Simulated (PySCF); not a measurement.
# Working out the excitation energy of C⁺

C⁺ [He] 2s2 2p1 (2P) → C⁺ [He] 2s2 3d1 (2D). Calculation: PySCF 2.14, in aug-cc-pVDZ (4s3p2d, 23 functions); no relativity, point nucleus. Frozen: 1s2. Energies in hartree (1 hartree = 27.21139 eV):

```tsv
part	C⁺ (lower)	C⁺ (upper)
UHF	-37.290253	-36.556579
MP2 opposite-spin	-0.039234	-0.049409
MP2 same-spin	-0.002421	-0.001843
```

Question: What does Hartree-Fock give?

Answer: (-36.556579) − (-37.290253) = 0.733674 hartree = 19.964 eV.

Question: What do MP2 and SCS-MP2 (6/5 opposite-spin, 1/3 same-spin) give?

Answer: The opposite-spin parts differ by -0.277 eV and the same-spin parts by 0.016 eV. MP2: 19.964 + (-0.277) + (0.016) = 19.703 eV. SCS-MP2: 19.964 + 1.2 × (-0.277) + (0.016)/3 = 19.637 eV.

Measured between the centres of the two terms (NIST): 18.041 eV, so MP2 (valence) is off by 1.662 eV.

A double-zeta basis recovers only part of the correlation energy.

What remains against the reference includes basis incompleteness, the frozen core and correlation beyond second order.
